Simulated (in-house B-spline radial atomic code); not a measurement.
B IV (B3+) is squeezed into an impenetrable sphere of radius R (the orbitals vanish at R). No spin polarisation. Method: non-relativistic LDA VWN5, spherical fractional occupations, point nucleus. Calculated with an all-electron radial atomic-structure program (B-spline basis).

Energies in eV above the free ion in 1s2:

```
R (bohr)  highest level (eV)        1s2  -dE/dV in 1s2 (GPa)
     7.9                -229          0              5.3e-14
     5.8                -229          0             1.75e-13
     5.1                -229          0             1.42e-12
    4.08                -229          0             3.38e-08
    3.57                -229          0             2.36e-06
    3.03                -229          0             0.000212
    2.48                -229  0.0001972               0.0209
     2.1                -229   0.003448                0.502
    1.82                -229    0.02738                 5.22
    1.47                -229     0.3431                   97
```
